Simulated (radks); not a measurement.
Species: the lead ion Pb3+. Configuration: [Kr] 4d10 4f14 5s2 5p4 5d10 6s1 7s2 (not the ground configuration).

Calculated with a radial shooting solver on a logarithmic mesh with Libxc functionals: Dirac Kohn-Sham, exchange-only LDA, spin-unpolarised, spherical densities, point nucleus; open shells fill j = l - 1/2 first.

Energy parts (hartree):
part                   energy
total             -20899.4282
kinetic            24339.0349
electron-nucleus  -52783.2963
Hartree             7912.9918
exchange            -368.1586

Orbitals (lengths in bohr, moments of r in powers of bohr):
orbital  occ.  eigenvalue (hartree)      <r^2>  small-component weight
1s1/2       2             -3232.714  0.0003575                9.78e-02
2s1/2       2             -579.3478   0.005367                2.26e-02
2p1/2       2             -556.5544   0.003777                2.27e-02
2p3/2       4             -476.1553   0.004959                1.99e-02
3s1/2       2             -140.5163    0.03480                7.58e-03
3p1/2       2             -130.2165    0.03161                7.54e-03
3p3/2       4             -112.2819    0.03796                6.74e-03
3d3/2       4             -95.31072    0.02894                6.63e-03
3d5/2       6             -91.49198    0.03065                6.42e-03
4s1/2       2             -33.28017     0.1669                2.62e-03
4p1/2       2             -28.82510     0.1692                2.52e-03
4p3/2       4             -24.42381     0.2006                2.21e-03
4d3/2       4             -17.15660     0.2083                2.01e-03
4d5/2       6             -16.33479     0.2191                1.93e-03
4f5/2       6              -6.91321     0.2416                1.58e-03
4f7/2       8              -6.72747     0.2482                1.54e-03
5s1/2       2              -7.13731     0.7998                7.25e-04
5p1/2       2              -5.59042     0.9080                6.42e-04
5p3/2       2              -4.72534      1.088                5.48e-04
5d3/2       4              -2.52850      1.598                3.78e-04
5d5/2       6              -2.41511      1.692                3.59e-04
6s1/2       1              -1.76659      4.146                1.62e-04
7s1/2       2              -0.69894      17.27                4.86e-05

The highest occupied level is 7s1/2 at -19.019 eV. The density falls to 0.001 e/bohr^3 at r = 5.22 bohr.
